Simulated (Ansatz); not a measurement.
Basis sets compared for 1-ethyl-3-methylimidazolium, `CCn1cc[n+](C)c1`. Charge 1, multiplicity 1. Geometry r2SCAN-D4/def2-SVP. Ansatz on 4 threads of Arm Neoverse V1 on a shared host; times are rough, and most runs start from earlier orbitals.

```xyz
19

C    -0.1480    2.1217   -1.8427
C     0.8256    0.9900   -1.5609
N     0.5013    0.2732   -0.3133
C     0.7455    0.7316    0.9639
C     0.2420   -0.2017    1.8299
N    -0.3051   -1.2096    1.0630
C    -0.9461   -2.4174    1.5794
C    -0.1370   -0.9010   -0.2304
H     0.1412    2.6201   -2.7792
H    -0.1354    2.8767   -1.0426
H    -1.1762    1.7479   -1.9582
H     0.8240    0.2400   -2.3650
H     1.8587    1.3543   -1.4564
H     1.2588    1.6721    1.1542
H     0.2340   -0.2323    2.9176
H    -0.2234   -2.9932    2.1732
H    -1.2929   -3.0268    0.7369
H    -1.8045   -2.1387    2.2054
H    -0.4625   -1.5068   -1.0748
```

```json
{"level": "HF/STO-3G", "functions": "51", "energy (Eh)": "-338.2000", "HOMO (eV)": "-13.48", "LUMO (eV)": "1.32", "wall time": "0.25 s"}
{"level": "HF/6-31G", "functions": "94", "energy (Eh)": "-342.1611", "HOMO (eV)": "-14.20", "LUMO (eV)": "-0.86", "wall time": "0.7 s"}
{"level": "PBE-D4/def2-SVP", "functions": "167", "energy (Eh)": "-343.8707", "HOMO (eV)": "-11.08", "LUMO (eV)": "-5.93", "wall time": "2.1 s"}
{"level": "PBE0-D4/def2-SVP", "functions": "167", "energy (Eh)": "-343.9084", "HOMO (eV)": "-12.15", "LUMO (eV)": "-4.94", "wall time": "2.9 s"}
```

(1) Estimate the rows for PBE-D4/def2-TZVP, PBE0-D4/def2-TZVP.

Answers

(1) 
| level | functions | energy (Eh) | HOMO (eV) | LUMO (eV) | wall time |
| --- | --- | --- | --- | --- | --- |
| PBE-D4/def2-TZVP | 314 | -344.2385 | -11.04 | -5.96 | 3.7 s |
| PBE0-D4/def2-TZVP | 314 | -344.2712 | -12.07 | -4.96 | 6.5 s |
